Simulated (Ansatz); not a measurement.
System: sum formula MoO$_{2}$Cl, net charge 1, singlet state. 
Geometry from a B3LYP-D3(BJ)/def2-TZVP (Ansatz, a quantum-chemistry and plane-wave program) optimisation:
```
Mo
O 1 1.6554
O 1 1.6554 2 104.98
Cl 1 2.2007 2 108.30 3 115.52
```
Charge +1, spin multiplicity 1.

Basis-set convergence of Hartree-Fock and CCSD correlation energies (hartree) with Ansatz. Cores are frozen in the correlated levels unless marked. Spin-orbit coupling is left out. Frozen are the shells of the preceding noble gas and the d and f shells that filled before the atom's block. Past Kr the def2 sets carry scalar-relativistic core potentials.

The Hartree-Fock reference is unstable (checked in the largest basis), which strains HF and MP2. The T1 diagnostic of CCSD in the largest basis is 0.033, which is high, so the coupled-cluster rows are less sure than usual.

```
basis       functions       E(HF)  E(corr, CCSD)
----------  ---------  ----------  -------------
def2-SVP           77  -676.13647       -0.75305
def2-TZVPP        160         [?]            [?]
```

Task: Some entries are withheld; supply them.

Result: 
- def2-TZVPP, E(HF): -676.52945
- def2-TZVPP, E(corr, CCSD): -0.91785
